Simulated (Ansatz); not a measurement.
**Ligand exchange: SiH3(GeH3) + Si3H8O → SiH2(GeH3)(SiH3) + SiH2(OH)(SiH3)**

Species: SiH3(GeH3), singlet; Si3H8O `[SiH3]O[SiH2][SiH3]`, singlet; SiH2(GeH3)(SiH3), singlet; SiH2(OH)(SiH3) (disilanol), singlet. The partners trade H for SiH3: Si–H and O–SiH3 bonds give way to Si–SiH3 and O–H.

Shapes, held fixed at every level: PBE0-D4/def2-TZVP. Flexible molecules stand in one conformer, not always the lowest. Programs: Ansatz 0.2.0. Electronic energies: no zero-point or thermal term.

| level | kind | ΔE (kJ/mol) | less CCSD(T)/def2-TZVPP | CPU time (sum over the molecules) |
| --- | --- | --- | --- | --- |
| SPW92/def2-TZVPP | LDA | +73.3 | -23.8 | 12 s |
| r2SCAN-D4/def2-TZVPP | meta-GGA | +89.5 | -7.6 | 38 s |
| B3LYP-D4/def2-TZVPP | global hybrid | +99.2 | +2.1 | 42 s |
| PBE0-D4/def2-TZVPP | global hybrid | +79.6 | -17.5 | 27 s |
| wB97M-V/def2-TZVPP | range-separated hybrid | +99.8 | +2.7 | 99 s |
| B2PLYP/def2-TZVPP | double hybrid | +101.5 | +4.4 | 48 s |
| MP2/def2-TZVPP | perturbation theory | +102.9 | +5.8 | – |
| CCSD(T)/def2-TZVPP | coupled cluster or CI | +97.1 | 0.0 | 13 min |

The highest level, CCSD(T)/def2-TZVPP, gives ΔE = +97.1 kJ/mol; the levels span +73.3 to +102.9. The column of differences is taken from that level and isn't an error. No measured value is set beside it here. Relativity is left out for Ge. Outer-core shells of Ge are correlated in most correlated rows, in sets that cover them unevenly. Times are processor times on shared x86 and Arm servers, and rough.
